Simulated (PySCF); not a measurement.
**Structure revision by computed shifts**

A compound C₅H₁₁NO₂Si₂ gives the data below (simulated from a calculation) and was assigned the structure `O=C(O)C#CCCN([SiH3])[SiH3]`.

¹³C{¹H} NMR (computed): δ 123.7 (C), 52.3 (CH3), 27.4 (CH2), 17.1 (CH2), 15.2 (CH).

¹H NMR (600 MHz, computed): δ 5.19 (m, 1H), 5.17 (m, 1H), 4.89 (m, 1H), 3.99 (s, 3H), 2.51 (m, 1H), 2.09 (m, 1H), 1.64 (m, 1H), 0.97 (m, 1H), 0.38 (m, 1H).

[PySCF 2.14.0 with density-fitted response routines: σ from GIAO-PBE0/pcSseg-1; geometry from GFN2-xTB; isolated molecule; one conformer; non-relativistic Hamiltonian; averaged over atoms made equivalent by symmetry, fast rotation or ring inversion]

Scale: TMS for ¹H and ¹³C (reference shieldings calculated alike).

**Question.** Compare with the shifts computed for the proposed structure, pairing carbons in order of shift.

**Answer.** Structure with atom numbers: `[O:1]=[C:2]([OH:3])[C:4]#[C:5][CH2:6][CH2:7][N:8]([SiH3:9])[SiH3:10]`; H(Xn) means a hydrogen on atom n.

```
atom  computed for proposal  given list  difference
  C2                  157.9       123.7       +34.2
  C5                   95.8        52.3       +43.5
  C4                   79.6        27.4       +52.2
  C7                   57.8        17.1       +40.7
  C6                   23.0        15.2        +7.8
```

The rms difference is 38.7 ppm and the largest +52.2 ppm at C4 (alkyne carbon). The carbon types in order of shift don't match either: C, C, C, CH2, CH2 for the proposal against C, CH3, CH2, CH2, CH in the data. The proposal doesn't fit.

**Question.** Which isomer fits?

**Answer.** SMILES CO[Si@@H]1CC[C@H](C#N)[SiH2]O1.

1. Carbon types of the structure: 1 × C, 1 × CH, 2 × CH2, 1 × CH3, leaving 3 H on heteroatoms.
2. δC 123.7: nitrile carbon; C≡N carbons fall here, among the sp2 signals but without a proton.
3. δC 52.3: methyl carbon bonded to O; deshielded by the electronegative neighbour.
4. δC 27.4: sp3 CH2 in a ring; a saturated carbon with 2 carbon neighbours and no heteroatom attached.
5. δH 3.99: hydrogen on a methyl carbon bonded to O; its carbon carries O, an electronegative neighbour.

The data come from this structure; uniqueness wasn't tested.

Shifts are as computed. Against solution values, carbons near 30 ppm lie about +3 ppm off and those near 130 ppm about +5 ppm. Of 1309 compounds with measured shifts, 239 miss one by over three times the rms of a fit or turn the order of signals round; such compounds aren't used in these exercises. Multiplicities follow the n + 1 count of equivalent neighbours, as no J values were calculated; m marks all less simple cases, F and P coupling included.
